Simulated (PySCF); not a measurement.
Compound: C5H6F2.
Atom-mapped SMILES: `[CH2:1]=[CH:2][C@H:3]([F:4])[C:5](=[CH2:6])[F:7]` (hydrogens: H8, H9 on C1; H10 on C2; H11 on C3; H12, H13 on C6)

Computed by this run: PBE0-D3(BJ)/def2-SVP geometry optimisation, gas phase in PySCF 2.14.0; density fitting, grid level 1; the optimiser is geomeTRIC in internal coordinates, started from a GFN2-xTB structure with every atom displaced at random (about 0.01 Å).

Step 0: E = -10695.4737 eV
```
atom  x, y, z in Å  |  force x, y, z in eV/Å
C1     -2.1852    0.0450    0.2005   -1.431   2.504   0.680
C2     -1.1622   -0.4988   -0.3725    1.885  -0.475  -1.352
C3     -0.0329    0.2783   -0.9744    1.209  -0.619   0.201
F4      0.4768   -0.3478   -2.1026   -0.479   0.035   0.334
C5      1.1108    0.3676    0.0247   -1.102   1.341   0.756
C6      2.2317   -0.3099    0.0435    0.586  -0.288   0.067
F7      0.8471    1.2728    1.0062   -0.093  -0.524  -0.677
H8     -2.9728   -0.5106    0.6382   -0.872  -0.872   0.609
H9     -2.3203    1.1464    0.2652    0.185  -0.495  -0.139
H10    -1.0372   -1.5695   -0.4055    0.109  -0.638  -0.050
H11    -0.3350    1.2878   -1.2527   -0.184   0.421  -0.031
H12     2.9767   -0.1699    0.8231    0.011   0.070   0.111
H13     2.4137   -1.0138   -0.7438    0.176  -0.460  -0.510
```

Step 1: E = -10695.6132 eV
```
atom  x, y, z in Å  |  force x, y, z in eV/Å
C1     -2.1861    0.1086    0.2167    0.041  -0.237  -0.090
C2     -1.1674   -0.4896   -0.4016   -0.111   0.027   0.168
C3      0.0061    0.2364   -0.9875   -0.195   0.139   0.059
F4      0.4729   -0.4467   -2.0780    0.110   0.044  -0.014
C5      1.0902    0.3631    0.0509   -0.142  -0.445  -0.175
C6      2.2587   -0.2651    0.0286   -0.020   0.146   0.050
F7      0.6745    1.1204    1.0617    0.193   0.191   0.097
H8     -2.9765   -0.4719    0.7061    0.077   0.073  -0.076
H9     -2.2574    1.1964    0.2672   -0.035   0.106   0.016
H10    -1.0772   -1.5819   -0.4288   -0.017   0.008  -0.016
H11    -0.2932    1.2581   -1.2957    0.037  -0.079  -0.025
H12     2.9808   -0.1501    0.8372    0.006  -0.013   0.024
H13     2.4856   -0.8999   -0.8268    0.056   0.041  -0.018
```

**Question.** Estimate the geometry and energy of step 2. (The exact step hangs on the optimiser's Hessian estimate; all steps are aligned on step 1, rigid shifts and turns removed.)

**Answer.** E = -10695.6298 eV, largest force 0.131 eV/Å
```
atom  x, y, z in Å  |  force x, y, z in eV/Å
C1     -2.2196    0.1077    0.2057    0.015   0.016  -0.072
C2     -1.1871   -0.4906   -0.3841    0.048  -0.021   0.022
C3     -0.0026    0.2278   -0.9613    0.011   0.026   0.085
F4      0.4637   -0.4469   -2.0578    0.016  -0.052  -0.071
C5      1.1035    0.3337    0.0582   -0.037   0.025  -0.065
C6      2.2847   -0.2678    0.0208   -0.027   0.007  -0.105
F7      0.7461    1.1365    1.0592   -0.043   0.034   0.119
H8     -3.0249   -0.4734    0.6612   -0.001   0.014   0.006
H9     -2.2961    1.1985    0.2582   -0.005  -0.014   0.007
H10    -1.1078   -1.5831   -0.4208    0.002  -0.003   0.008
H11    -0.2885    1.2509   -1.2694    0.018   0.000   0.037
H12     3.0108   -0.1312    0.8233   -0.002   0.020  -0.010
H13     2.5291   -0.8844   -0.8432    0.006  -0.053   0.039
```

The energy changes by -0.0166 eV. The first-order estimate −F·Δx gives -0.0354 eV and the mean of the old and new forces, exact on a quadratic surface, -0.0156 eV. The step makes an angle of 72° with the force vector and moves no atom by more than 0.073 Å.

The cost below is that of the whole optimisation. Time: 68 s wall; peak memory 0.50 GiB. Hardware: an Arm Neoverse V1 with one thread, no GPU, on a shared host.
